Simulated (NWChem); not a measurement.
Molecule: BeIF; SMILES [F][Be][I]

```xyz
3

Be     0.0000     0.0000     1.5603
F      0.0000     0.0000     2.9497
I      0.0000     0.0000    -0.6048
```
Atoms are numbered in this order, from 1.

Computed with NWChem. Geometry: optimised at PBE0/def2-SVP. def2 effective core potentials on I; no spin-orbit coupling. Vertical excitations in the gas phase; the lowest state need not have the same character in each row.

Task: Among these, which level gives the lowest value of “lowest excitation, singlet (eV)”?
A. B3LYP/def2-SVPD, full TDDFT
B. PBE/def2-SVPD, full TDDFT
C. PBE0/def2-SVPD, full TDDFT

Result: B, PBE/def2-SVPD, full TDDFT. Values: PBE/def2-SVPD, full TDDFT 5.76; B3LYP/def2-SVPD, full TDDFT 6.00; PBE0/def2-SVPD, full TDDFT 6.22
